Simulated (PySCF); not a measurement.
**Spin-state energies of cis-MnF2(NH3)4**

cis-MnF2(NH3)4 holds Mn(II), d5, at total charge 0. The structure is a PBE0-D3(BJ)/def2-SVP geometry optimised for multiplicity 6; coordination octahedral, point group C1, metal–donor distances 2.05–2.31 Å.

```
19

Mn    0.0000    0.0000    0.0000
F     2.0320   -0.3158   -0.0148
N    -2.2896    0.3245   -0.0505
H    -2.8478    0.1834   -0.8896
H    -2.8995    0.1897    0.7529
H    -1.9270    1.2976   -0.0434
F    -0.3151    2.0292   -0.0053
N     0.3246   -2.2885    0.0069
H     0.1663   -2.8688   -0.8138
H     1.2985   -1.9292   -0.0075
H     0.1939   -2.8713    0.8305
N     0.5771    0.5493    2.1432
H     1.5505    0.3871    1.8638
H     0.3709    1.5357    1.9660
H     0.4525    0.3272    3.1265
N     0.5451    0.5635   -2.1542
H     0.3470    0.4315   -3.1417
H     0.3726    1.5379   -1.8850
H     1.5290    0.3642   -1.9535
```

Method (PySCF 2.14, density fitting): CASSCF(5,5) with orbitals averaged over all microstates of the shell, strongly contracted NEVPT2 on the averaged canonical orbitals; basis x2c-TZVPall on the metal, x2c-SVPall elsewhere; spin-free X2C; gas phase; spin-orbit coupling by state interaction with the mean-field operator over all roots.

The unrestricted Kohn–Sham energies use the same basis, Hamiltonian, solvent and geometry. All energies are vertical, in cm⁻¹ above the lowest state with 2S+1 = 6; a negative value means that the lower spin is more stable. A dash marks a spin without a sound unrestricted solution.

```
method  2S+1 = 4  2S+1 = 2
 TPSSh         –     17349
 B3LYP         –     18556
  PBE0         –     23083
```

What do CASSCF and NEVPT2 in the d shell give?


| method | 2S+1 = 4 | 2S+1 = 2 |
| --- | --- | --- |
| CASSCF | 25462 | 35024 |
| NEVPT2 | 20628 | 27720 |

How does exact exchange act on the 2S+1 = 2 state?

From TPSSh (10 % exact exchange) to PBE0 (25 %) it moves by +5734 cm⁻¹ against the high-spin state, so more exact exchange favours high spin, the usual trend.

The functionals differ in more than their exact exchange.

The active space of the d orbitals alone lacks metal–ligand bonding pairs, which usually tilts NEVPT2 towards high spin.
